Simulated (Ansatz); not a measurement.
`BC[NH][GeH3]` + `OC[SiH2]Br` → `BOC[SiH2]Br` + `C[NH][GeH3]`  (ligand exchange at a B–C bond)

Computed with Ansatz on PBE0-D4/def2-TZVP structures; ΔE is electronic, products minus reactants. CCSD(T)/CBS adds triple-zeta CCSD(T) − MP2 to the extrapolated MP2 energy (def2 sets, frozen cores). For Br, Ge outer-core shells are correlated without core-valence functions, which leaves a few kJ/mol of doubt a bond. Scalar relativity is left out up to krypton. Each species was taken in one conformer, which may not be the lowest.

`BC[NH][GeH3]`:

Z-matrix (Å, degrees):
```
C
N 1 1.401
B 1 1.501 2 126.0
H 1 1.216 2 114.5 3 -79.5
H 1 1.091 2 113.1 3 164.4
Ge 2 1.841 1 122.2 3 150.5
H 2 1.009 1 113.5 3 1.8
H 3 1.195 1 118.5 2 173.2
H 3 1.199 1 119.3 2 -14.2
H 6 1.534 2 106.9 1 173.2
H 6 1.536 2 106.6 1 53.3
H 6 1.545 2 112.0 1 -66.0
```

`OC[SiH2]Br`:

Cartesian coordinates in Å:
```
O -1.412 -0.818 -0.631
C -0.096 -0.917 -0.121
Si 0.734 0.766 0.046
Br -0.656 2.016 1.270
H -1.906 -0.208 -0.073
H 0.476 -1.522 -0.832
H -0.065 -1.448 0.841
H 2.032 0.686 0.760
H 0.891 1.447 -1.260
```

`BOC[SiH2]Br`:

Cartesian coordinates in Å:
```
B -0.447 -1.156 -1.615
O 0.114 0.000 -1.221
C 0.844 0.103 -0.011
Si -0.143 1.065 1.277
Br -2.016 -0.051 1.692
H -0.280 -2.157 -0.972
H -1.084 -1.122 -2.626
H 1.779 0.638 -0.217
H 1.103 -0.888 0.380
H -0.511 2.409 0.779
H 0.640 1.160 2.533
```

`C[NH][GeH3]`:

Cartesian coordinates in Å:
```
C 0.596 -0.228 1.250
N -0.366 0.498 0.442
Ge -0.569 0.000 -1.315
H 0.503 0.061 2.300
H 1.646 -0.086 0.954
H 0.384 -1.300 1.195
H -0.269 1.497 0.556
H -1.586 0.963 -1.946
H -1.091 -1.446 -1.315
H 0.753 0.041 -2.121
```

| level | ΔE (kJ/mol) |
| --- | --- |
| HF/def2-TZVPP | -179.0 |
| SCS-MP2/def2-TZVPP | -164.1 |
| CCSD/def2-TZVPP | -161.1 |
| CCSD(T)/def2-TZVPP | -158.3 |
| HF/def2-QZVPP | -179.4 |
| HF/CBS(def2) | -179.4 |
| MP2/CBS(def2) | -154.7 |
| CCSD/CBS(def2) | -158.0 |

Task: What does CCSD(T)/CBS give? (An estimate is asked.)

Result: Ansatz gave: -155.1 kJ/mol. The listed levels differ from it by -23.9, -9.0, -6.0, -3.2, -24.3, -24.3, 0.4, -2.9 kJ/mol.

Largest T1 diagnostic among the species: 0.012.

In def2-TZVPP, CCSD(T) changes the Hartree–Fock value by +20.7 kJ/mol (the triples alone add +2.8 kJ/mol) and MP2 by +21.1 kJ/mol. From PBE to PBE0 (25 % exact exchange), in def2-TZVPP and without D4, ΔE moves by −6.1 kJ/mol.
